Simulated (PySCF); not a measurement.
Rows and methods have been separated. Pair them.

Compound: C3H5F3O.
Numbering: `[F:1][CH2:2][O:3][C@H:4]([F:5])[CH2:6][F:7]` (hydrogens: H8, H9 on C2; H10 on C4; H11, H12 on C6)

The closed-shell ground state was solved 7 times with PySCF (density fitting, gas phase), always with PBE0, in these basis sets: 6-31G*, STO-3G, aug-cc-pVDZ, cc-pVDZ, cc-pVTZ, pcSseg-0 and pcSseg-2. One conformer (not necessarily the lowest) at the PBE0-D3(BJ)/def2-SVP geometry, without solvent, vibrations or thermal averaging.

```tsv
row	total energy (Eh)	HOMO (eV)	LUMO (eV)	dipole (D)
P	-491.7477	-9.35	1.36	1.46
Q	-491.7709	-9.48	0.76	1.54
R	-490.4047	-9.24	1.93	1.95
S	-491.5438	-9.06	2.34	1.46
T	-491.5839	-9.12	1.93	1.45
U	-484.7960	-4.99	7.63	0.96
V	-491.6318	-9.47	0.04	1.52
```

Question: Which basis belongs to which row?

Answer: P = cc-pVTZ, Q = pcSseg-2, R = pcSseg-0, S = 6-31G*, T = cc-pVDZ, U = STO-3G, V = aug-cc-pVDZ. From the lowest total energy up: pcSseg-2 (322 functions) 0 eV; cc-pVTZ (280 functions) +0.63 eV; aug-cc-pVDZ (206 functions) +3.78 eV; cc-pVDZ (123 functions) +5.09 eV; 6-31G* (108 functions) +6.18 eV; pcSseg-0 (73 functions) +37.18 eV; STO-3G (40 functions) +189.80 eV.

Shape of the structure used: `[F:1][CH2:2][O:3][C@H:4]([F:5])[CH2:6][F:7]`: F1–C2–O3–C4 -74°, C2–O3–C4–F5 -78°, O3–C4–C6–F7 -69°.
